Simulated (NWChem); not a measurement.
Species: CH$_{5}$CdNS; SMILES [NH2][Cd][S]C

```xyz
9

Cd    -0.1074     0.5674    -0.0074
N      0.4851     2.5091     0.0224
H      0.1177     3.0005     0.8501
H      0.1265     3.0310    -0.7902
S     -0.5849    -1.7375     0.0104
C      1.0964    -2.4962    -0.0023
H      1.6684    -2.2368    -0.9138
H      0.9382    -3.5924     0.0056
H      1.6868    -2.2261     0.8942
```
Atoms are numbered in this order, from 1.

Program: NWChem. Structure relaxed at the PBE-D3(BJ)/def2-SVP level. No frequency run checked for a minimum. def2 effective core potentials on Cd; no spin-orbit coupling. Level r2SCAN/def2-SVP: energy and gradient on several grids; changes count from the extra-fine grid, which is no exact limit either.

Task: Which is the coarsest grid (xfine; medium; coarse; xcoarse; fine) from which on the energy stays within 500 μHa and each gradient component within 500 μHa/bohr of xfine?

Result: medium.
| grid | size of the energy change (μHa) | largest change of a gradient component (μHa/bohr) | time, medium = 1 (rough) |
|---|---|---|---|
| xcoarse | 5000 | 10000 | about 1 |
| coarse | 800 | 500 | about 1 |
| medium | 30 | 200 | about 1 |
| fine | 20 | 90 | about 1 |
| xfine | < 10 | < 30 | 2 |
